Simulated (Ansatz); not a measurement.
A made-up structure of CH4ClGe (charge +1), singlet:

Cl1  (-1.529, -1.597, 0.872)
C2  (-0.257, -1.038, 0.061)
Ge3  (0.273, 0.890, -0.089)
H4  (0.327, -1.826, -0.426)
H5  (-2.330, -1.903, 1.889)
H6  (-0.762, 1.671, 0.704)
H7  (1.689, 0.834, 0.487)
(Å)

It is relaxed with PBE-D4/def2-SVP and then PBE0-D4/def2-TZVP (Ansatz 0.2.0). Atoms count as bonded within 1.22 times the sum of their covalent radii (H–H: 0.88 Å). The end point is not checked to be a true minimum.

Task: Does its bonding change? (Judge from chemistry; the calculation decides.)

Result: The calculation gives: No: no bond forms or breaks.

Where it ends: The first stage lowers the energy by 3.19 eV in 10 steps. It ends as CH₄ClGe ([ClH][CH][GeH2]), total charge +1:
```
7
angstrom
Cl -1.9206 -1.4708 0.4801
C -0.2511 -1.0393 0.2616
Ge 0.2667 0.6757 0.3495
H 0.3381 -1.8953 -0.0365
H -1.9955 -1.9759 1.6898
H -0.7398 1.7466 0.7295
H 1.7131 0.9906 0.0233
```

Labels in which every atom is bracketed show which atoms are joined, not bond orders.

For scale, one of the runs: PBE0-D4/def2-TZVP relaxation, 140 basis functions, launched by `ansatz run in.yaml --threads 2 --pin off --events-out ev --progress --plain --max-ram 4352MiB`. The run took about 33 s on 2 CPU threads of an Arm Neoverse V1 (shared host).
